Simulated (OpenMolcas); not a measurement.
**Ar V: the spin-orbit constant, worked from levels**

```
Program             : OpenMolcas
Basis               : ANO-RCC-VDZP [4s3p1d]
Scalar Hamiltonian  : X2C, point nucleus
Active space        : 2 electrons in 3 orbitals (3p)
State averaging     : 2S+1 = 3 even, 3 roots; 2S+1 = 1 even, 6 roots
Spin-orbit coupling : state interaction with AMFI integrals over the reference wave functions, term energies averaged over their components
```

Methods: CASSCF; SS-CASPT2, IPEA 0.25 Eh, imaginary shift 0.1 Eh (closed shells correlated: 2s 2p 3s). Measured levels: Saloman, J. Phys. Chem. Ref. Data 39, 033101 (2010).

**The spin-orbit constant.** For the Hund term 3P of p2, E(J) = (A/2) J(J+1) + constant and ζ = 2S·A = 2A. From J = 0 to J = 2 the energy changes by 3 A.

```json
{"Source": "CASSCF", "E(2) - E(0)": "1929.2", "A": "643.1", "ζ": "1286"}
{"Source": "SS-CASPT2", "E(2) - E(0)": "1934.9", "A": "645.0", "ζ": "1290"}
{"Source": "measured", "E(2) - E(0)": "2028.8", "A": "676.3", "ζ": "1353"}
```

All in cm-1. SS-CASPT2 is off by -4.6 % and CASSCF by -4.9 %. Both methods take the spin-orbit matrix elements from the reference wave functions, so the second can move ζ only through the term energies and any multistate remixing. Second-order mixing with other terms is absorbed into this ζ.

With the s shell closed, the reference lacks s² → p² mixing. The basis is small and was not contracted for so high a charge. Measured partners are found by configuration, term and J. A level has none where our copy of the source lacks it or the pairing is in doubt (some pairs that miss far off the trend of their configuration count as doubtful), and it then counts in no deviation. Levels of configurations outside the active space are missing.
